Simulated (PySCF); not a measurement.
C₅H₇F. Atoms are numbered in the order given.

```xyz
13

C      2.0913     1.0559     0.6187
C      1.2699     0.3026     0.1467
C      0.2756    -0.6293    -0.3966
F     -0.1812    -0.1609    -1.6267
C     -0.9243    -0.8418     0.5284
C     -1.7229     0.4325     0.7882
H      2.8216     1.7275     1.0296
H      0.7705    -1.5988    -0.5876
H     -0.5514    -1.2732     1.4724
H     -1.5633    -1.6067     0.0567
H     -2.5988     0.2241     1.4210
H     -1.1071     1.1915     1.2955
H     -2.0780     0.8636    -0.1595
```
Charge 0, spin multiplicity 1.

Geometry: B3LYP-D3(BJ)/def2-SVP. The structure was generated by enumeration; whether it is a known compound was not checked. The values are those of a single conformer.

The numbers are results of PySCF with TDDFT-PBE/def2-SVPD, not measurements.

Vertical excitations. 

Give excitation energies, oscillator strengths and character. (An estimate is asked for; the answer gives what the named calculation found.)


```tsv
state	energy (eV)	λ (nm)	f	main pairs
S1	6.05	205	0.000	HOMO→LUMO 99 %
S2	6.56	189	0.004	HOMO−1→LUMO 50 %, HOMO→LUMO+1 49 %
S3	6.86	181	0.004	HOMO−1→LUMO+1 89 %
S4	7.05	176	0.036	HOMO→LUMO+2 80 %
S5	7.38	168	0.028	HOMO−1→LUMO+2 86 %
S6	7.43	167	0.004	HOMO−2→LUMO 96 %
S7	7.58	164	0.053	HOMO−4→LUMO 46 %, HOMO→LUMO+3 18 %, HOMO→LUMO+4 12 %
S8	7.61	163	0.006	HOMO−3→LUMO 88 %
S9	7.66	162	0.014	HOMO−4→LUMO 50 %, HOMO→LUMO+3 30 %, HOMO→LUMO+4 9 %
S10	7.73	160	0.029	HOMO→LUMO+4 53 %, HOMO→LUMO+3 39 %
T1	5.21	238	0	HOMO−1→LUMO 70 %, HOMO→LUMO+1 21 %
T2	5.51	225	0	HOMO→LUMO 85 %
T3	5.72	217	0	HOMO→LUMO+1 68 %, HOMO−1→LUMO 25 %
T4	6.53	190	0	HOMO−1→LUMO+1 80 %, HOMO→LUMO 13 %
```
Triplets are in the Tamm–Dancoff approximation, which puts them higher than full response would, so one can lie above its singlet here.
